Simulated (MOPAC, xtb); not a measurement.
Dimer: CH2O2 (SMILES O=CO) (first 5 atoms) with H2Se (SMILES [SeH2]); geometry from B3LYP-D3(BJ)/def2-TZVP, rigid monomers moved along the line of their centres of mass till H5···Se6 is 2.28 Å.
(charge 0, multiplicity 1):
```xyz
8

O      1.06929    -0.99984     0.84770
C      0.46778    -0.55172    -0.09122
O     -0.59998     0.24658    -0.02903
H      0.72738    -0.74761    -1.14022
H     -0.82289     0.41492     0.91342
Se    -0.91782     0.46830     3.19248
H      0.21780    -0.42203     2.90165
H     -1.84833    -0.66996     3.23565
```

Interaction energies are E(AB) − E(A) − E(B) at the monomers' geometry in the complex; basis-set methods are counterpoise corrected.

The state that AM1, PM3, PM7 reach isn't checked; PM7 holds dispersion and hydrogen-bond terms.

The values were computed with MOPAC for AM1, PM3, PM7 (differences of heats of formation); xtb for the GFN methods. 

One of these levels gives -3.80 kcal/mol for the interaction energy. Which?
A) PM3
B) AM1
C) GFN1-xTB
D) PM7

D, PM7. The others give -2.36 (AM1), -4.57 (PM3), -8.72 (GFN1-xTB)
